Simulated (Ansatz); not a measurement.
One change: `NB(N)Br` becomes `NB(N)Cl`.

Ansatz, PBE0-D4/def2-TZVP geometries, multiplicity 1. Each molecule was computed in one conformer, which needn't be the lowest.

Scalar relativity is left out up to krypton.

```tsv
property	`NB(N)Br`
size of the dipole moment (PBE/def2-TZVPP) / D	3.03
LUMO energy (PBE/def2-TZVPP) / eV	-0.12
LUMO energy (ωB97M-V/def2-TZVPP) / eV	1.95
size of the dipole moment (ωB97M-V/def2-TZVPP) / D	3.08
LUMO energy (PBE0/def2-TZVPP) / eV	0.67
HOMO–LUMO gap (PBE/def2-TZVPP) / eV	5.87
```

Question: What does the change do to each property? (Estimate.)

Answer: Ansatz gave: 
| property | `NB(N)Cl` | shift |
| --- | --- | --- |
| size of the dipole moment (PBE/def2-TZVPP) / D | 2.78 | -0.25 |
| LUMO energy (PBE/def2-TZVPP) / eV | -0.05 | 0.07 |
| LUMO energy (ωB97M-V/def2-TZVPP) / eV | 2.02 | 0.07 |
| size of the dipole moment (ωB97M-V/def2-TZVPP) / D | 2.79 | -0.29 |
| LUMO energy (PBE0/def2-TZVPP) / eV | 0.74 | 0.07 |
| HOMO–LUMO gap (PBE/def2-TZVPP) / eV | 5.85 | -0.02 |

Dipoles are sizes alone; their direction can turn.

Spin–orbit coupling is left out; it splits and shifts lone-pair levels of the heavy atoms by tenths of an eV.
